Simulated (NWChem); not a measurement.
System: SrF$_{2}$; SMILES [F][Sr][F]

NWChem input:

```
start job
memory heap 200 mb stack 900 mb global 1100 mb
geometry units angstroms
  Sr     0.392620     0.028873    -0.056183
  F     -1.133036     1.080827    -0.870990
  F     -0.677696    -1.214081     1.130184
end
basis spherical
  * library def2-svp
end
ecp
  Sr library def2-ecp
end
dft
  xc hfexch
  iterations 150
end
driver
  maxiter 150
  loose
end
task dft optimize
```

NWChem printed, in part:

```
             Northwest Computational Chemistry Package (NWChem) 7.3.0
             --------------------------------------------------------

 C2V symmetry detected

                             Geometry "geometry" -> ""
                             -------------------------

 Output coordinates in angstroms (scale by  1.889725989 to convert to a.u.)

  No.       Tag          Charge          X              Y              Z
 ---- ---------------- ---------- -------------- -------------- --------------
    1 Sr                  38.0000     0.00000000     0.00000000     0.42257799
    2 F                    9.0000     1.53936956     0.00000000    -0.89210909
    3 F                    9.0000    -1.53936956     0.00000000    -0.89210909

 Effective nuclear repulsion energy (a.u.)     192.7226021813

      Symmetry information
      --------------------

 Group name             C2v
 Group number             16
 Group order               4
 No. of unique centers     2

                                Z-matrix (autoz)
                                --------

 Units are Angstrom for bonds and degrees for angles

      Type          Name      I     J     K     L     M      Value
      ----------- --------  ----- ----- ----- ----- ----- ----------
    1 Stretch                  1     2                       2.02437
    2 Stretch                  1     3                       2.02437
    3 Bend                     2     1     3                99.00253

                           NWChem Geometry Optimization
                           ----------------------------

 maximum gradient threshold         (gmax) =   0.004500
 rms gradient threshold             (grms) =   0.003000
 maximum cartesian step threshold   (xmax) =   0.018000
 rms cartesian step threshold       (xrms) =   0.012000
 fixed trust radius                (trust) =   0.300000
 source of zmatrix                         =   autoz

          -------------------
          Energy Minimization
          -------------------

 Using diagonal initial Hessian
 Scaling for Hessian diagonals: bonds = 1.00  angles = 0.25  torsions = 0.10

          --------
          Step   0

                                 NWChem DFT Module
                                 -----------------

 Summary of "ao basis" -> "ao basis" (spherical)
 ------------------------------------------------------------------------------
       Tag                 Description            Shells   Functions and Types
 ---------------- ------------------------------  ------  ---------------------
 Sr                         def2-svp                 9       23   4s3p2d
 F                          def2-svp                 6       14   3s2p1d

      Symmetry analysis of basis
      --------------------------

[...]

      ----------------------
      Optimization converged
      ----------------------

  Step       Energy      Delta E   Gmax     Grms     Xrms     Xmax
  ---- ---------------- -------- -------- -------- -------- --------
@    5    -229.19664076 -2.0D-06  0.00007  0.00006  0.00564  0.01076
                                     ok       ok       ok       ok

                                Z-matrix (autoz)
                                --------

 Units are Angstrom for bonds and degrees for angles

      Type          Name      I     J     K     L     M      Value     Gradient
      ----------- --------  ----- ----- ----- ----- ----- ---------- ----------
    1 Stretch                  1     2                       2.15722    0.00007
    2 Stretch                  1     3                       2.15722    0.00007
    3 Bend                     2     1     3               141.36397    0.00004

                         Geometry "geometry" -> "geometry"
                         ---------------------------------

 Output coordinates in angstroms (scale by  1.889725989 to convert to a.u.)

  No.       Tag          Charge          X              Y              Z
 ---- ---------------- ---------- -------------- -------------- --------------
    1 Sr                  38.0000     0.00000000     0.00000000     0.02187495
    2 F                    9.0000     2.03576252     0.00000000    -0.69175757
    3 F                    9.0000    -2.03576252     0.00000000    -0.69175757

 Effective nuclear repulsion energy (a.u.)     178.3162972529

      Symmetry information
      --------------------

 Group name             C2v
 Group number             16
 Group order               4
 No. of unique centers     2

                Final and change from initial internal coordinates
                --------------------------------------------------

                                Z-matrix (autoz)
                                --------

 Units are Angstrom for bonds and degrees for angles

      Type          Name      I     J     K     L     M      Value       Change
      ----------- --------  ----- ----- ----- ----- ----- ---------- ----------
    1 Stretch                  1     2                       2.15722    0.13285
    2 Stretch                  1     3                       2.15722    0.13285
    3 Bend                     2     1     3               141.36397   42.36144

 ==============================================================================
                                internuclear distances
 ------------------------------------------------------------------------------
       center one      |      center two      | atomic units |  angstroms
 ------------------------------------------------------------------------------
    2 F                |   1 Sr               |     4.07656  |     2.15722
    3 F                |   1 Sr               |     4.07656  |     2.15722
 ------------------------------------------------------------------------------
                         number of included internuclear distances:          2
 ==============================================================================
```

Level: Hartree-Fock/def2-SVP with def2 effective core potentials on Sr. def2 effective core potentials on Sr; no spin-orbit coupling.
